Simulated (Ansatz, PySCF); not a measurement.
Gas-phase reaction in SMILES: F[SiH]F -> F[SiH-]F (an electron is taken up)
Geometries: B3LYP-D3(BJ)/def2-TZVP minima from Ansatz (an electronic-structure program). Frequencies are from Ansatz or PySCF.

Property: adiabatic electron affinity (0 K, with B3LYP-D3(BJ) harmonic zero-point energies), positive where the reaction releases energy, in eV. Correlated levels leave the core frozen unless marked. Open shells are spin-unrestricted. No spin-orbit coupling. No relativistic terms. Anions need diffuse functions: aug- sets have them; def2-D sets add few; the other sets have none. CBS marks a two-point X^-3 extrapolation of the correlation energy; Hartree-Fock from the larger set. [CCSD(T)-MP2]/basis is that difference in the basis named.

```tsv
level	program	adiabatic electron affinity (eV)
HF/STO-3G	Ansatz	-3.97
HF/6-31G	Ansatz	1.57
B3LYP-D3(BJ)/def2-TZVPD	Ansatz + dftd3	1.76
B3LYP-D4/def2-TZVPD	Ansatz + dftd4	1.78
PBE0-D4/def2-TZVP	Ansatz + dftd4	1.44
PBE0/def2-TZVP	Ansatz	1.42
r2SCANh-D4/def2-TZVPD	Ansatz + dftd4	1.47
wB97M-V/def2-TZVPD	Ansatz	1.79
MP2/cc-pV(D+d)Z	Ansatz	1.03
MP2/aug-cc-pV(T+d)Z	Ansatz	1.53
MP2/cc-pV(T+d)Z	Ansatz	1.19
CCSD/cc-pV(D+d)Z	Ansatz	1.21
CCSD/aug-cc-pV(T+d)Z	Ansatz	1.62
CCSD(T)/aug-cc-pV(T+d)Z	Ansatz	1.69
RI-MP2/CBS(aug-cc-pV(T+d)Z,aug-cc-pV(Q+d)Z)+[CCSD(T)-MP2]/aug-cc-pV(T+d)Z	Ansatz	1.74
```
